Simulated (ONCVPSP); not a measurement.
**In (Z = 49): one change to an ONCV potential, before and after**

indium, optimised norm-conserving Vanderbilt (ONCV), made with ONCVPSP 4.0.1 (PBE, scalar-relativistic). Core [Ar] 3d10, reference 4s2 4p6 4d10 5s2 5p1. Waves: 4s+5s: rc 1.25 bohr, ncon 3, nbas 7, qcut 10.3 1/bohr, 2 projectors; 4p+5p: rc 1.55 bohr, ncon 4, nbas 8, qcut 8.8 1/bohr, 2 projectors; 4d: rc 1.15 bohr, ncon 4, nbas 9, qcut 9.4 1/bohr, 2 projectors, debl 1.3 Ha. Local part: polynomial inside 1.00 bohr (lpopt 5, dvloc0 0 Ha). Core correction: Teter function, fcfact 6, rcfact 1.5.

All-electron outer shells of the reference configuration (PBE, scalar-relativistic, ld1.x):

```json
{"shell": "3p", "level (eV)": "-649.14", "outermost node (bohr)": "0.14", "outermost maximum (bohr)": "0.31"}
{"shell": "3d", "level (eV)": "-432.71", "outermost node (bohr)": "–", "outermost maximum (bohr)": "0.26"}
{"shell": "4s", "level (eV)": "-119.66", "outermost node (bohr)": "0.41", "outermost maximum (bohr)": "0.77"}
{"shell": "4p", "level (eV)": "-78.13", "outermost node (bohr)": "0.42", "outermost maximum (bohr)": "0.82"}
{"shell": "4d", "level (eV)": "-18.62", "outermost node (bohr)": "0.40", "outermost maximum (bohr)": "0.94"}
{"shell": "5s", "level (eV)": "-8.21", "outermost node (bohr)": "1.02", "outermost maximum (bohr)": "2.16"}
{"shell": "5p", "level (eV)": "-2.52", "outermost node (bohr)": "1.14", "outermost maximum (bohr)": "2.85"}
```

Change: s: qcut 7.3; p: qcut 6.2; d: qcut 6.7.

Cutoffs: the cutoffs (Ha) at which the residual kinetic energy of the hardest occupied pseudo-wave falls to 1 and 0.1 mHa per electron; they do not see the model core or the augmentation charge, which bear on the density cutoff. Errors are all-electron minus pseudo energies relative to the spin-unpolarised reference configuration.

Q: What does the change do?

A: The potential gets harder (39 Ha and 49 Ha → 209 Ha and 241 Ha); of the 3 tests that both files solve, the error grows in 2 and shrinks in 0 by more than 15 % and 0.3 meV (median size 1.7 → 2.5 meV); the range in which the s phases agree narrows (upper end at the end of the scan → 3.4); neither file shows a bound ghost.

| quantity | base | changed |
| --- | --- | --- |
| cutoff, loose | 39 Ha | 209 Ha |
| cutoff, tight | 49 Ha | 241 Ha |
| loose cutoff by channel | s 38 Ha, p 23 Ha, d 39 Ha | s 24 Ha, p 20 Ha, d 209 Ha |
| bound ghosts | none | none |
| GHOST(+) flags under 300 eV | s at 298.9 eV | none |
| tests with a reliable result | 3 of 4 | 3 of 4 |
| error for 4s2 4p6 4d10 5s2 5p0, meV [ΔE 5.36 eV] | -1.1 | -1.1 |
| error for 4s2 4p6 4d10 5s1 5p0, meV [ΔE 24.60 eV] | -4.6 | -5.7 |
| error for 4s2 4p6 4d10 5s1 5p1, meV [ΔE 11.96 eV] | -1.7 | -2.5 |
| s: phases at 1.27 bohr within 0.05 rad from the reference energy up to (Ha; the scan ends near 5) | to the end of the scan | 3.4 |
| p: phases at 1.57 bohr within 0.05 rad from the reference energy up to (Ha; the scan ends near 5) | to the end of the scan | to the end of the scan |
| d: phases at 1.17 bohr within 0.05 rad from the reference energy up to (Ha; the scan ends near 5) | to the end of the scan | to the end of the scan |
| rms error of d²Exc/dni dnj with the model core, mHa | 2.07 | 2.61 |
